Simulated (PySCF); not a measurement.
PySCF 2.14 output of an unrestricted r2SCANh calculation on a single atom or ion in aug-cc-pwCVDZ-PP with ECP60MDF, with a scalar-relativistic core potential:

```
SCF conv_tol = 1e-09
number electrons alpha = 9  beta = 4
    M. Bursch, H. Neugebauer, S. Ehlert, and S. Grimme.,  J. Chem. Phys. 156, 134105 (2022)
cycle= 1 E= -77.2525904612714  delta_E= -0.0042  |g|= 0.0137  |ddm|= 0.391
cycle= 2 E= -77.2526696852078  delta_E= -7.92e-05  |g|= 0.00466  |ddm|= 0.0297
cycle= 3 E= -77.2526770890876  delta_E= -7.4e-06  |g|= 0.000633  |ddm|= 0.0151
cycle= 4 E= -77.2526773576644  delta_E= -2.69e-07  |g|= 6.76e-05  |ddm|= 0.00145
cycle= 5 E= -77.2526773609789  delta_E= -3.31e-09  |g|= 5.14e-06  |ddm|= 0.00021
cycle= 6 E= -77.2526773610129  delta_E= -3.4e-11  |g|= 2.24e-07  |ddm|= 2.03e-05
converged SCF energy = -77.2526773610129  <S^2> = 8.7512966  2S+1 = 6.0004322
```

The run itself started from symmetry-adapted Hartree-Fock orbitals and held the occupation by maximum overlap, on a logarithmic radial grid, so the iterations belong to that start.

Question: Which element, charge and spin multiplicity is this?

Answer: Re²⁺ (rhenium, charge +2), multiplicity 6; the state was [Xe] 4f14 5d4 6p1, one real determinant (an excited configuration).

⟨L²⟩ = 8.01 against 12 for a pure F term, so this real determinant mixes terms. Energies and moments cover only the electrons outside the core potential. Spin-orbit coupling, absent here, splits the open shell strongly.
